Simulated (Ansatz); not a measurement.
Consider the ligand exchange at the Si–N bond: `C/C=N\[SiH2]Cl` + `C=CNC` → `C=CN(C)[SiH2]Cl` + `CC=N`.

Program: Ansatz. Geometries: PBE0-D4/def2-TZVP. ΔE: electronic, gas phase. CBS: MP2 limit from def2 TZ/QZ plus the TZ coupled-cluster correction, frozen cores. DFT in def2-TZVPP. B3LYP here is the variant with VWN-RPA as its local correlation; programs differ in this. Each species was taken in one conformer, which may not be the lowest.

Question: Is it downhill or uphill in electronic energy at CCSD(T)/CBS, and by how much? (Estimate.)

Answer: The calculation gave: Downhill: ΔE = -28.3 kJ/mol.

Question: What do these levels give: PBE-D4, r2SCAN-D4, PBE0-D4, ωB97X-V, PBE, B3LYP, HF/def2-TZVPP, MP2/def2-TZVPP, HF/def2-QZVPP, SCS-MP2/def2-QZVPP, HF/CBS(def2), MP2/CBS(def2)? (Best estimate.)

Answer: The calculation gave: PBE-D4 -16.2, r2SCAN-D4 -17.6, PBE0-D4 -19.0, ωB97X-V -22.7, PBE -12.7, B3LYP -12.1, HF/def2-TZVPP -14.9, MP2/def2-TZVPP -31.6, HF/def2-QZVPP -14.9, SCS-MP2/def2-QZVPP -28.4, HF/CBS(def2) -15.0, MP2/CBS(def2) -29.0 kJ/mol.

Largest T1 diagnostic among the species: 0.012.

The D4 term adds −5.4 kJ/mol with B3LYP and −3.0 kJ/mol with PBE0; it sums over pairs of atoms, weighted by their polarisabilities, and B3LYP, whose exchange is more repulsive, gets the larger term. In def2-TZVPP, CCSD(T) changes the Hartree–Fock value by −16.1 kJ/mol (the triples alone add −1.4 kJ/mol) and MP2 by −16.8 kJ/mol.
